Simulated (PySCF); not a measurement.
C6H9FO2 (SMILES C=C(F)C(=O)OC(C)C), singlet, at a GFN2-xTB geometry; DF-B3LYP/STO-3G (PySCF).

PySCF was given this input:
```python
from pyscf import gto, scf, dft

mol = gto.M(
    atom='''
C     3.07027258   -0.01567043   -0.32478719
C     1.82565138   -0.46648624   -0.30086642
F     1.53016865   -1.72448273   -0.67418117
C     0.65647685    0.35621255    0.13029238
O     0.76691577    1.50122318    0.49541217
O    -0.47370511   -0.32778387    0.06554016
C    -1.68533093    0.34296518    0.45358926
C    -2.65371751   -0.73205704    0.92262536
C    -2.22773251    1.13709689   -0.72950468
H     3.89167932   -0.63326489   -0.64076467
H     3.26506328    0.99546824   -0.01920767
H    -1.43839373    1.03014318    1.27352199
H    -2.22329438   -1.29461969    1.74684658
H    -2.86528980   -1.41878919    0.10733779
H    -3.58066546   -0.27284158    1.25317888
H    -3.15531085    1.62714710   -0.44835409
H    -2.41577657    0.47194785   -1.56921756
H    -1.50893430    1.89527365   -1.03142154
''',
    basis='sto-3g',
    verbose=4,
)

mf = dft.RKS(mol)
mf.xc = 'b3lyp'
mf = mf.density_fit(auxbasis='def2-universal-jkfit')
mf.kernel()
```

It wrote (shortened):

```
PySCF version 2.14.0

[INPUT] verbose = 4
[INPUT] num. atoms = 18
[INPUT] num. electrons = 70
[INPUT] charge = 0
[INPUT] spin (= nelec alpha-beta = 2S) = 0
[INPUT] symmetry False subgroup None
[INPUT] Mole.unit = angstrom
[INPUT] Symbol           X                Y                Z      unit          X                Y                Z       unit  Magmom
[...]
nuclear repulsion = 464.830880239998
number of shells = 36
number of NR pGTOs = 162
number of NR cGTOs = 54
basis = sto-3g
ecp = {}

******** <class 'pyscf.df.df_jk.DFRKS'> ********
method = DFRKS
initial guess = minao
damping factor = 0
level_shift factor = 0
DIIS = <class 'pyscf.scf.diis.CDIIS'>
diis_start_cycle = 1
diis_space = 8
diis_damp = 0
SCF conv_tol = 1e-09
SCF conv_tol_grad = None
SCF max_cycles = 50
direct_scf = False
XC library pyscf.dft.libxc version 7.1.2
    S. Lehtola, C. Steigemann, M. J. T. Oliveira, and M. A. L. Marques,  SoftwareX 7, 1–5 (2018)
XC functionals = b3lyp
    P. J. Stephens, F. J. Devlin, C. F. Chabalowski, and M. J. Frisch,  J. Phys. Chem. 98, 11623 (1994)
radial grids:
    Treutler-Ahlrichs [JCP 102, 346 (1995); DOI:10.1063/1.469408] (M4) radial grids

becke partition: Becke, JCP 88, 2547 (1988); DOI:10.1063/1.454033
pruning grids: <function nwchem_prune>
grids dens level: 3
symmetrized grids: False
atomic radii adjust function: <function treutler_atomic_radii_adjust>
small_rho_cutoff = 0
Set gradient conv threshold to 3.16228e-05
Initial guess from minao.
tot grids = 215408
******** <class 'pyscf.df.df.DF'> ********
auxbasis = def2-universal-jkfit
init E= -479.311335986213
[...]
cycle= 1 E= -477.682971795093  delta_E= 1.63  |g|= 0.861  |ddm|= 5.53
[...]
cycle= 2 E= -477.171068078076  delta_E= 0.512  |g|=  1.7  |ddm|= 2.89
[...]
cycle= 3 E= -477.872692360816  delta_E= -0.702  |g|= 0.426  |ddm|= 2.09
[...]
cycle= 4 E= -477.920986814587  delta_E= -0.0483  |g|= 0.111  |ddm|= 0.63
[...]
cycle= 5 E= -477.924375529158  delta_E= -0.00339  |g|= 0.0244  |ddm|= 0.14
[...]
cycle= 6 E= -477.924557710347  delta_E= -0.000182  |g|= 0.00723  |ddm|= 0.0402
[...]
cycle= 7 E= -477.924572503956  delta_E= -1.48e-05  |g|= 0.00297  |ddm|= 0.0124
[...]
cycle= 8 E= -477.924575233279  delta_E= -2.73e-06  |g|= 0.000396  |ddm|= 0.00391
[...]
cycle= 9 E= -477.924575282008  delta_E= -4.87e-08  |g|= 0.00012  |ddm|= 0.00065
[...]
cycle= 10 E= -477.924575286468  delta_E= -4.46e-09  |g|= 1.92e-05  |ddm|= 0.000162
[...]
cycle= 11 E= -477.924575286573  delta_E= -1.05e-10  |g|= 5.51e-06  |ddm|= 2.72e-05
[...]
Extra cycle  E= -477.924575286557  delta_E= 1.56e-11  |g|= 9.74e-06  |ddm|= 1.78e-05
converged SCF energy = -477.924575286557
```
